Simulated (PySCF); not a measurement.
A series of related molecules.

All values: PBE0/def2-SVPD (PySCF) at PBE0-D3(BJ)/def2-SVP geometries, gas phase, one conformer each. Core orbitals are frozen in the response; Δα² is half the sum of the squared differences of the principal polarisabilities. The calculation is non-relativistic, for bromine too.

(1) Rank by dipole moment, lowest first.
A. `[SiH3]N([SiH3])B1C=CBC=C1`
B. `BrB1C=CBC=C1`
C. `[CH3:1][B:2]([CH3:3])[B:4]1[CH:5]=[CH:6][BH:7][CH:8]=[CH:9]1` with C1–B2–B4–C5 -78°, B2–B4–C5–C6 129°, C5–C6–B7–C8 5°, C6–B7–C8–C9 -5°, B2–B4–C9–C8 -129°

(2) Rank by HOMO energy, lowest first.
A. `CB(C)B1C=CBC=C1`
B. `[SiH3]N([SiH3])B1C=CBC=C1`
C. `BrB1C=CBC=C1`

(3) Rank by polarisability anisotropy Δα, lowest first.
A. `[SiH3]N([SiH3])B1C=CBC=C1`
B. `BrB1C=CBC=C1`
C. `[CH3:1][B:2]([CH3:3])[B:4]1[CH:5]=[CH:6][BH:7][CH:8]=[CH:9]1` with C1–B2–B4–C5 -78°, B2–B4–C5–C6 129°, C5–C6–B7–C8 5°, C6–B7–C8–C9 -5°, B2–B4–C9–C8 -129°

Results:

(1) B (0.78 D), A (1.36 D), C (1.78 D).

(2) C (-7.96 eV), B (-7.61 eV), A (-7.30 eV).

(3) C (8.99 Å³), B (10.74 Å³), A (12.05 Å³).

All values together:

```
                   SMILES      formula  μ (D)  HOMO (eV)  LUMO (eV)  α (Å³)  Δα (Å³)  electrons  α per electron (Å³)  ΔSCF removal energy (eV)
        B1C=CB(C2CC2)C=C1      C7H10B2   1.74      -7.51      -3.16   16.18    10.56         62                0.261                      9.30
[SiH3]N([SiH3])B1C=CBC=C1  C4H11B2NSi2   1.36      -7.61      -3.08   20.24    12.05         80                0.253                      9.34
          CB(C)B1C=CBC=C1      C6H11B3   1.78      -7.30      -2.80   17.13     8.99         62                0.276                      8.96
             BrB1C=CBC=C1     C4H5B2Br   0.78      -7.96      -3.69   14.32    10.74         74                0.193                      9.76
```

Conformers: `[BH:1]1[CH:2]=[CH:3][B:4]([CH:5]2[CH2:6][CH2:7]2)[CH:8]=[CH:9]1` with C3–B4–C5–C6 -144°; `[CH3:1][B:2]([CH3:3])[B:4]1[CH:5]=[CH:6][BH:7][CH:8]=[CH:9]1` with C1–B2–B4–C5 -78°, B2–B4–C5–C6 129°, C5–C6–B7–C8 5°, C6–B7–C8–C9 -5°, B2–B4–C9–C8 -129°.
